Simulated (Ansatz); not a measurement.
Reactions of `CC1CCCC1`.

Gas-phase electronic energies from Ansatz, PBE0-D4/def2-TZVP geometries. CCSD(T)/CBS adds triple-zeta CCSD(T) − MP2 to the extrapolated MP2 energy (def2 sets, frozen cores). This one scheme is used for every species, atoms too. Double bonds are as drawn, so ΔE can hold a change between cis and trans. Functionals use def2-TZVPP. No spin–orbit coupling; open shells (•) take unrestricted orbitals. Spin–orbit coupling would lower the free atoms: a little for C. def2 core potentials past Kr. For Br, In outer-core shells are correlated without core-valence functions, so the limit isn't a true one: a few kJ/mol of doubt a bond, and 10 to 20 or more in all where bonds break to atoms. Scalar relativity is left out up to krypton. One conformer a species, not always the lowest.

```
                                                    reaction  CCSD(T)/CBS(def2) (kJ/mol)
                                    `CC1CCCC1` → `CCC=C(C)C`                          52
                        `CC1CCCC1` + HBr → `BrC1CCCC1` + CH₄                          -5
                                    `CC1CCCC1` → `C=CC(C)CC`                          62
                                    `CC1CCCC1` → `C/C=C/CCC`                          59
                         `CC1CCCC1` + H₂O → `OC1CCCC1` + CH₄                           ?
                  `CC1CCCC1` → `C1CCCC1` + `[CH2]` (triplet)                         444
                                   `CC1CCCC1` → 6 C• + 12 H•                           ?
                                  `CC1CCCC1` → `C/C=C(/C)CC`                           ?
`CC1CCCC1` + `F[CH2][InH2]` → `[CH3][InH][CH2]F` + `C1CCCC1`                         -22
                                  `CC1CCCC1` → `C/C=C(\C)CC`                          54
```

(1) Fill in the missing values. (Best estimate.)

Largest T1 diagnostic: 0.013, for `F[CH2][InH2]`.

## Answers

(1) Computed: `CC1CCCC1` + H₂O → `OC1CCCC1` + CH₄: +35.7 kJ/mol; `CC1CCCC1` → 6 C• + 12 H•: +7360.1 kJ/mol; `CC1CCCC1` → `C/C=C(/C)CC`: +53.7 kJ/mol.
